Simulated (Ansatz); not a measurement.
`[OH][InH][Cl]` + HCl → `[Cl][InH][Cl]` + H₂O at 298.15 K and 1 bar (ligand exchange at the In–O bond).

Program: Ansatz. Geometries: PBE0-D4/def2-TZVP. ΔE: electronic, gas phase. CCSD(T)/CBS is the MP2 limit (def2-TZVPP, def2-QZVPP) plus CCSD(T) − MP2 in def2-TZVPP, frozen cores. This one scheme is used for every species. def2 core potentials past Kr. For In outer-core shells are correlated without core-valence functions, which leaves a few kJ/mol of doubt a bond. Each species was taken in one conformer, which may not be the lowest.

```tsv
species	CCSD(T)/CBS energy (Eh)	H − E (kJ/mol)	S (J/(mol·K))
`[OH][InH][Cl]`	-726.02900	69.2	314.0
HCl	-460.38127	26.6	186.8
`[Cl][InH][Cl]`	-1110.06218	36.6	313.4
H₂O	-76.37941	66.4	188.7
```

H − E and S are ideal-gas, rigid-rotor, harmonic terms from PBE0-D4/def2-TZVP, for one conformer and one mirror image of each species. 1 Eh = 2625.50 kJ/mol, R = 8.31446 J/(mol·K).

Question: By hand: ΔE, ΔH, ΔS and ΔG.

Answer: ΔE = (-1110.06218) + (-76.37941) − (-726.02900) − (-460.38127) = -0.03132 Eh = -82.2 kJ/mol. Δ(H − E) = 36.6 + 66.4 − 69.2 − 26.6 = 7.2, so ΔH = -75.0 kJ/mol. ΔS = 313.4 + 188.7 − 314.0 − 186.8 = 1.3 J/(mol·K). ΔG = -75.0 − 298.15 × (1.3)/1000 = -75.4 kJ/mol.

Question: By hand: the equilibrium constant, and the temperature at which ΔG would vanish if ΔH and ΔS stayed fixed.

Answer: log₁₀ K = −ΔG/(RT ln 10) = 13.2. ΔH and −TΔS have one sign here, so there is no such temperature. One of them is within its doubt of zero, so this could turn.

The number of gas molecules stays the same, so ΔS is small and ΔH decides. A doubt of 5 kJ/mol in ΔE shifts log₁₀ K by 0.9 here. Other conformers and mirror images would add mixing entropy, several J/(mol·K) or more a flexible species. These are equilibria of isolated gas molecules and say nothing of rates. Largest T1 diagnostic: 0.015 (customary marks: 0.02 for closed shells, 0.045 for open ones).
